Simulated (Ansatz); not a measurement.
Molecule: LiOH, net charge 1, doublet state. SMILES of the parent species: [Li][OH]

Atoms: Li1, O2, H3. Bonds: Li1-O2, O2-H3.

Bond lengths (Å) and angles (degrees) optimised at HF/3-21G with Ansatz (a program for electronic structure); PBE/6-31G* with Ansatz; B3LYP/LANL2DZ with Ansatz; MP2/6-31G* with Ansatz, each started from the B3LYP-D3(BJ)/def2-TZVP structure (Ansatz) of the last column. A row stands for all coordinates that are equal there. 6-31G* holds six Cartesian d functions. No wavenumbers were computed at PBE/6-31G*, B3LYP/LANL2DZ, MP2/6-31G*, so these may be saddle points.

```
coordinate  HF/3-21G  PBE/6-31G*  B3LYP/LANL2DZ  MP2/6-31G*  B3LYP-D3(BJ)/def2-TZVP
----------  --------  ----------  -------------  ----------  ----------------------
Li1-O2         1.816       1.936          1.882       1.946                   1.886
O2-H3          0.982       0.994          0.994       0.984                   0.979
Li1-O2-H3      179.9       137.8          180.0       144.4                   154.7
```

Mean signed difference of all 2 bond lengths from B3LYP-D3(BJ)/def2-TZVP: HF/3-21G -0.033 Å, PBE/6-31G* 0.033 Å, B3LYP/LANL2DZ 0.005 Å, MP2/6-31G* 0.033 Å.
